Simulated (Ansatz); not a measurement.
Ti₂Si. The state is a triplet with charge 0. Geometry PBE0-D4/def2-TZVP; atoms count from 1.

Cartesian coordinates in Å:
```
Ti 0.791 -1.094 -0.015
Ti -1.274 -0.135 -0.369
Si 0.484 1.229 0.384
```

The charge 0 triplet is spin-contaminated (final ⟨S²⟩ up to 2.21, 2.00 for a pure state). At PBE0-D4/def2-TZVP a quintet of charge 0 lies 0.19 eV below the triplet, each at its own geometry. The structure comes from a short search, and lower isomers may exist.

Estimate the Mulliken populations from the PBE0/def2-TZVP orbitals of Ansatz.


```tsv
atom	charge (e)	spin (α − β)	d electrons
Ti1	0.23	1.73	2.60
Ti2	0.18	0.40	2.55
Si3	-0.41	-0.13	–
```
Mulliken values depend strongly on the basis.

Where does the spin sit?

Summed by element: Ti 2.13, Si -0.13, of 2 unpaired in all. Largest on single atoms: Ti1 1.73, Ti2 0.40, Si3 -0.13.

And the Mayer bond orders between heavy atoms (over 0.3)?

Ti1–Ti2 2.29 (2.30 Å); Ti1–Si3 1.45 (2.38 Å); Ti2–Si3 1.69 (2.35 Å).
